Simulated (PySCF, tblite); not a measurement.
One entry of a table of gas-phase calculations, keyed by method. Lists by class give the value and the number of equivalent atoms.

```json
{
 "formula": "C8H17Cl",
 "smiles": "CC[C@@H](C)[C@@H](Cl)C(C)C",
 "charge": 0,
 "multiplicity": 1,
 "geometry_level": "GFN2-xTB",
 "atoms_angstrom": [
  ["C", 2.745, -1.26, -0.03],
  ["C", 1.465, -0.651, -0.592],
  ["C", 0.826, 0.379, 0.347],
  ["C", 1.735, 1.592, 0.555],
  ["C", -0.551, 0.842, -0.151],
  ["Cl", -0.352, 1.648, -1.743],
  ["C", -1.634, -0.235, -0.293],
  ["C", -2.978, 0.416, -0.622],
  ["C", -1.773, -1.06, 0.987],
  ["H", 3.094, -2.055, -0.685],
  ["H", 2.568, -1.684, 0.957],
  ["H", 3.534, -0.519, 0.048],
  ["H", 1.681, -0.175, -1.549],
  ["H", 0.753, -1.457, -0.773],
  ["H", 0.666, -0.089, 1.324],
  ["H", 1.989, 2.047, -0.399],
  ["H", 2.653, 1.299, 1.056],
  ["H", 1.237, 2.339, 1.17],
  ["H", -0.92, 1.626, 0.519],
  ["H", -1.364, -0.901, -1.119],
  ["H", -3.735, -0.349, -0.779],
  ["H", -2.907, 1.017, -1.524],
  ["H", -3.299, 1.056, 0.198],
  ["H", -2.633, -1.719, 0.902],
  ["H", -1.926, -0.409, 1.845],
  ["H", -0.896, -1.676, 1.167]
 ],
 "electronic_structure_code": "PySCF",
 "results": {
  "GFN2-xTB geometry": {
   "point_group": "C1",
   "rotational_constants_GHz": [1.627, 0.97, 0.745]
  },
  "PBE0/pcSseg-1 ground state and GIAO shieldings, non-relativistic": {
   "dipole_D": 2.04,
   "homo_eV": -8.09,
   "lumo_eV": 1.11,
   "shift_vs_computed_TMS_C_by_class_ppm": [
    [81.9, 1],
    [40.9, 1],
    [37.5, 1],
    [24.9, 1],
    [23.8, 1],
    [20.8, 1],
    [20.1, 1],
    [13.9, 1]
   ],
   "shift_vs_computed_TMS_H_by_class_ppm": [
    [3.24, 1],
    [1.8, 1],
    [1.58, 1],
    [1.53, 1],
    [1.41, 1],
    [1.25, 3],
    [1.14, 3],
    [0.98, 3],
    [0.9, 3]
   ],
   "shielding_other_nuclei_by_class_ppm": [
    ["Cl", 845.8, 1]
   ],
   "charges_hirshfeld_e_by_atom": [-0.12, -0.07, -0.02, -0.13, 0.02, -0.03, -0.03, -0.13, -0.12, 0.04, 0.04, 0.04, 0.03, 0.03, 0.04, 0.03, 0.04, 0.04, 0.04, 0.03, 0.04, 0.03, 0.04, 0.04, 0.04, 0.04]
  },
  "GFN2-xTB harmonic vibrations, gas phase": {
   "strongest_ir_bands_cm-1_km_per_mol_modes": [
    [3024.7, 49.9, 2],
    [3031.1, 57.5, 1],
    [3035.4, 53.1, 2],
    [3041.4, 68.7, 1],
    [3051.8, 46.6, 1],
    [3055.9, 52.6, 1]
   ],
   "zpe_kcal_per_mol": 146.6
  }
 }
}
```

With B = h/(8π²I), that is 505.379 GHz u Å² over I, the principal moments of inertia are 310.5, 520.8 and 678.3 u Å² (most abundant isotopes); the inertial defect Ic − Ia − Ib is -153.0 u Å² (zero for a rigid planar frame, negative otherwise). The zero-point energy, half the sum of the 72 harmonic wavenumbers, equals 51280 cm⁻¹ or 613 kJ/mol. The rotational constants make it an asymmetric top with κ = (2B − A − C)/(A − C) = -0.49, nearer the prolate limit (−1).

 NMR classes are plain means over equivalent atoms (diastereotopic ones count apart unless rotation or inversion swaps them), as if these changed places fast; in this geometry the members of some classes differ.

Shape of the structure used: `[CH3:1][CH2:2][C@@H:3]([CH3:4])[C@@H:5]([Cl:6])[CH:7]([CH3:8])[CH3:9]`: C1–C2–C3–C4 64°, C2–C3–C5–Cl6 -62°, C3–C5–C7–C8 173°.

One conformer stands for the species.
